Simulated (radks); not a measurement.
The numbers below are computed, except where a source is named.
Question: These are the eigenvalues of the occupied orbitals of an atom or ion with whole-number occupations (eV). Code: a radial shooting solver on a logarithmic mesh with Libxc functionals. Model: non-relativistic Kohn-Sham, LDA (Slater exchange, Perdew-Wang correlation), spin-unpolarised, spherical densities, point nucleus.

1s: -51869.31
2s: -8431.512
2p: -8049.458
3s: -1956.980
3p: -1784.198
3d: -1461.123
4s: -463.5791
4p: -394.5328
4d: -270.2247
5s: -136.9752
5p: -115.6065
4f: -114.1126

Which element is it, and in what charge state? The configuration may be excited.

Answer: Z = 67, holmium, charge +7: Ho7+ in [Kr] 4d10 4f9 5s2 5p3. The list shows which subshells hold electrons but not how many an open one holds; the 1s level, -1906.2 hartree, gives Z - s = 61.7 by -(Z - s)^2/2, which with screening narrows Z to a few neighbours, and the depths of the outer levels then fix element, charge and occupations together.
